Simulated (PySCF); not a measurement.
Species: C₅H₁₁Se (charge -1).
Numbering: `[CH3:1][C:2]([CH3:3])([CH3:4])[CH2:5][Se-:6]` (hydrogens: H7, H8, H9 on C1; H10, H11, H12 on C3; H13, H14, H15 on C4; H16, H17 on C5)

The calculation used PySCF 2.14.0, PBE0-D3(BJ)/def2-SVP geometry optimisation, gas phase.

Problem. Give the optimised bond lengths and angles.

Solution. 
```tsv
bond	length (Å)
C1–C2, C2–C3, C2–C4	1.529
C2–C5	1.547
C5–Se6	1.969
C1–H7 and 8 like bonds	1.104
C5–H16, C5–H17	1.107
```

Bonds in one row agree within 0.01 Å and their mean is given. A selection of angles:
```tsv
angle	degrees
C2–C1–H7	111.8
H7–C1–H8	107.8
C1–C2–C3	109.6
C1–C2–C5	109.0
C2–C3–H10	108.2
H10–C3–H11	110.4
C2–C5–Se6	116.7
C2–C5–H16	107.4
Se6–C5–H16	109.4
H16–C5–H17	106.1
```

Torsions: C1–C2–C5–Se6 180° (antiperiplanar).

Of the pairs four or more bonds apart, Se6···H13 is among the closest relative to their van der Waals radii: 2.80 Å, 90 % of the sum of Bondi's values.

Point group: Cs (tolerance 0.08 Å). No frequency check. The geometry's basis has no diffuse functions, a weakness for an anion.

On Arm Neoverse V2, one thread, shared host, this took 40 s of wall time. This is the geometry optimisation.
